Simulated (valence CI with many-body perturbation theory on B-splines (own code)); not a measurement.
Pm30+: calculated level list

Level of theory: valence CI with perturbative core correlation (CI+MBPT): three valence electrons over a frozen Dirac-Fock core [Ar] 3d10, a basis of 11 s, 11 p, 9 d, 7 f, 5 g, 2 h, 1 i functions for each j, with the one-electron correlation potential Σ1 (screened to all orders), the two-electron term Σ2, the three-electron term Σ3, Breit, model QED; selected single and double excitations, second order for the rest (own B-spline code, finite nucleus).

The last digits are not significant, and no measured levels were compared; by estimate large intervals hold to a few tenths of a per cent, small ones and those within an open d or f shell to about a per cent.

Levels 1 to 45 of 71, with energies above the lowest level, (4s^2 4p1/2) J=1/2. "Leading %" is the weight of the configuration and term that name the level; weights of strongly mixed levels are sums over their largest components and can fall short. In the jj column 3d3/2^4 stands for four electrons in 3d with j = 3/2. Lifetimes count E1, E2, E3, M1 and M2 decay at the calculated energies, and are blank where another channel may lead or the interval is too uncertain; long ones can be off by a factor of two.

```csv
No.,Configuration,Term,J,E (cm⁻¹),Leading %,Second component,Leading jj,Lifetime
1,4s2 4p,2P°,1/2,0,99,,4s^2 4p1/2 (99 %),
2,4s2 4p,2P°,3/2,277830,99,,4s^2 4p3/2 (99 %),5.12 μs
3,4s 4p2,4P,1/2,525920,69,22 % 4s 4p2 2S,4s 4p1/2^2 (92 %),97.0 ps
4,4s 4p2,4P,3/2,736000,94,4 % 4s 4p2 2D,4s 4p1/2 4p3/2 (98 %),809 ps
5,4s 4p2,4P,5/2,782670,50,48 % 4s 4p2 2D,4s 4p1/2 4p3/2 (95 %),165 ps
6,4s 4p2,2D,3/2,853530,72,22 % 4s 4p2 2P,4s 4p1/2 4p3/2 (92 %),11.1 ps
7,4s 4p2,2P,1/2,879840,71,20 % 4s 4p2 4P,4s 4p1/2 4p3/2 (90 %),4.65 ps
8,4s 4p2,4P,5/2,1039000,49,45 % 4s 4p2 2D,4s 4p3/2^2 (92 %),85.0 ps
9,4s 4p2,2P,3/2,1153200,62,25 % 4s2 4d 2D,4s 4p3/2^2 (66 %),3.42 ps
10,4s 4p2,2S,1/2,1158200,69,20 % 4s 4p2 2P,4s 4p3/2^2 (96 %),6.82 ps
11,4s2 4d,2D,3/2,1230400,70,14 % 4s 4p2 2D,4s^2 4d3/2 (70 %),2.34 ps
12,4s2 4d,2D,5/2,1272900,92,6 % 4s 4p2 2D,4s^2 4d5/2 (92 %),3.66 ps
13,4p3,2P°,3/2,1395900,42,28 % 4p3 2D°,4p1/2^2 4p3/2 (93 %),8.57 ps
14,4s 4p 4d,4F°,3/2,1610600,49,21 % 4p3 4S°,4s 4p1/2 4d3/2 (66 %),13.7 ps
15,4p3,2D°,5/2,1619600,56,22 % 4s 4p 4d 2D°,4p1/2 4p3/2^2 (56 %),29.9 ps
16,4s 4p 4d,4F°,3/2,1634400,36,33 % 4p3 4S°,4p1/2 4p3/2^2 (56 %),7.41 ps
17,4s 4p 4d,4F°,5/2,1670100,61,22 % 4p3 2D°,4s 4p1/2 4d3/2 (42 %),12.8 ps
18,4p3,2P°,1/2,1710500,92,5 % 4s 4p 4d 2P°,4p1/2 4p3/2^2 (92 %),5.60 ps
19,4s 4p 4d,4D°,3/2,1729700,49,29 % 4s 4p 4d 4P°,4s 4p1/2 4d3/2 (68 %),2.59 ps
20,4s 4p 4d,4D°,1/2,1729900,70,21 % 4s 4p 4d 2P°,4s 4p1/2 4d3/2 (92 %),2.13 ps
21,4s 4p 4d,4P°,5/2,1734000,50,24 % 4s 4p 4d 4D°,4s 4p1/2 4d5/2 (90 %),4.51 ps
22,4s 4p 4d,4F°,7/2,1738700,64,19 % 4s 4p 4d 4D°,4s 4p1/2 4d5/2 (87 %),11.7 ps
23,4s 4p 4d,2F°,5/2,1812300,72,8 % 4p3 2D°,4s 4p1/2 4d5/2 (71 %),5.44 ps
24,4s 4p 4d,2D°,3/2,1840600,44,35 % 4s 4p 4d 2P°,4s 4p1/2 4d5/2 (55 %),2.58 ps
25,4p3,2P°,3/2,1920200,34,14 % 4p3 4S°,4p3/2^3 (63 %),5.47 ps
26,4s 4p 4d,4F°,9/2,1941100,100,,4s 4p3/2 4d5/2 (100 %),6.81 μs
27,4s 4p 4d,4D°,5/2,1947400,57,14 % 4s 4p 4d 4F°,4s 4p3/2 4d3/2 (91 %),2.58 ps
28,4s 4p 4d,4P°,1/2,1948000,88,11 % 4s 4p 4d 4D°,4s 4p3/2 4d3/2 (98 %),3.16 ps
29,4s 4p 4d,4D°,7/2,1956200,56,31 % 4s 4p 4d 4F°,4s 4p3/2 4d3/2 (60 %),3.02 ps
30,4s 4p 4d,4P°,3/2,1956200,50,36 % 4s 4p 4d 4D°,4s 4p3/2 4d3/2 (75 %),3.04 ps
31,4s 4p 4d,2D°,5/2,2012500,48,36 % 4s 4p 4d 4P°,4s 4p3/2 4d5/2 (97 %),5.04 ps
32,4s 4p 4d,2D°,3/2,2017500,65,15 % 4s 4p 4d 4P°,4s 4p3/2 4d3/2 (52 %),2.40 ps
33,4s 4p 4d,2F°,5/2,2055700,68,16 % 4s2 4f 2F°,4s 4p3/2 4d3/2 (76 %),2.48 ps
34,4s 4p 4d,2F°,7/2,2065300,95,,4s 4p3/2 4d5/2 (75 %),4.79 ps
35,4s 4p 4d,2F°,7/2,2075400,60,21 % 4s 4p 4d 4D°,4s 4p3/2 4d5/2 (74 %),3.90 ps
36,4s 4p 4d,2P°,1/2,2088700,79,16 % 4s 4p 4d 4D°,4s 4p3/2 4d3/2 (79 %),1.94 ps
37,4s 4p 4d,2P°,1/2,2131100,91,5 % 4p3 2P°,4s 4p3/2 4d5/2 (80 %),2.98 ps
38,4s 4p 4d,2P°,3/2,2153300,84,5 % 4s 4p 4d 4D°,4s 4p3/2 4d5/2 (93 %),2.55 ps
39,4s 4p 4d,2D°,3/2,2159800,40,28 % 4s 4p 4d 2P°,4s 4p3/2 4d3/2 (39 %),1.67 ps
40,4s 4p 4d,2D°,5/2,2160700,75,12 % 4s 4p 4d 2F°,4s 4p3/2 4d5/2 (80 %),1.85 ps
41,4p2 4d,4F,3/2,2255400,43,24 % 4p2 4d 2D,4p1/2^2 4d3/2 (96 %),12.3 ps
42,4s2 4f,2F°,5/2,2275000,77,20 % 4s 4p 4d 2F°,4s^2 4f5/2 (77 %),2.13 ps
43,4s2 4f,2F°,7/2,2279200,82,15 % 4s 4p 4d 2F°,4s^2 4f7/2 (82 %),2.57 ps
44,4p2 4d,4F,5/2,2337100,26,25 % 4p2 4d 4D,4p1/2^2 4d5/2 (89 %),7.78 ps
45,4p2 4d,2F,5/2,2471900,54,38 % 4p2 4d 4F,4p1/2 4p3/2 4d3/2 (91 %),13.1 ps
```

Where two levels of one J and parity lie close, their mixing, g and order are uncertain.

The ionisation energy to 4s2 1S_0 of the next ion comes out as 1159.6 eV (NIST: 1158 ± 4 eV (theoretical)). All 71 levels together are meant to be complete up to 2818700 cm⁻¹.
